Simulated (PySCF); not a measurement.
## Energy of C²⁺ (carbon, charge +2) between two integer charges

The 2s beta orbital of [He] 2s2 is emptied in steps (occupation f), with all orbitals relaxed, ending at [He] 2s1. Computed with PySCF 2.14 in aug-cc-pVTZ-DK (5s4p3d2f, 46 functions), with the spin-free X2C one-electron Hamiltonian (Gaussian nucleus). The exact energy is a straight line in f; departures are measured from the line between the end points of the same method.

```tsv
f	UHF (eV)	LDA (eV)	PBE (eV)	PBE0 (eV)	LC-wPBE (eV)	BHandHLYP (eV)	BLYP (eV)	CAM-B3LYP (eV)
1	0.000	0.000	0.000	0.000	0.000	0.000	0.000	0.000
0.8	0.048	-1.079	-1.072	-0.795	-0.304	-0.548	-1.087	-0.576
0.6	0.070	-1.599	-1.590	-1.178	-0.444	-0.827	-1.620	-0.862
0.4	0.068	-1.571	-1.566	-1.159	-0.432	-0.838	-1.607	-0.862
0.2	0.044	-1.019	-1.020	-0.755	-0.282	-0.572	-1.059	-0.579
0	0.000	0.000	0.000	0.000	0.000	0.000	0.000	0.000
```

For BLYP, how does the orbital energy at f = 1 compare with the removal energy?

−ε = 40.290 eV against a total-energy difference of 47.120 eV. By Janak's theorem ε = ∂E/∂f, so the gap between them reflects the curvature. Along the path −ε is 43.077 (f = 0.8), 45.827 (f = 0.6), 48.527 (f = 0.4), 51.183 (f = 0.2) eV.

```
   method  E(f=0) − E(f=1) (eV)  −ε at f=1 (eV)  −ε at f=0.4 (eV)
      UHF                45.806          46.115            45.740
      LDA                46.966          40.161            48.445
      PBE                47.123          40.365            48.569
     PBE0                47.062          42.046            48.134
  LC-wPBE                47.226          45.285            47.642
BHandHLYP                47.050          43.629            47.675
     BLYP                47.120          40.290            48.527
CAM-B3LYP                47.231          43.614            47.934
```

As f goes to zero the orbital energy of a semilocal functional can turn back, because the density of that orbital vanishes from the exchange-correlation potential.

Reference removal energy between the ground levels: 47.888 eV (measured; NIST Atomic Spectra Database, ionization energies). UHF lacks correlation.
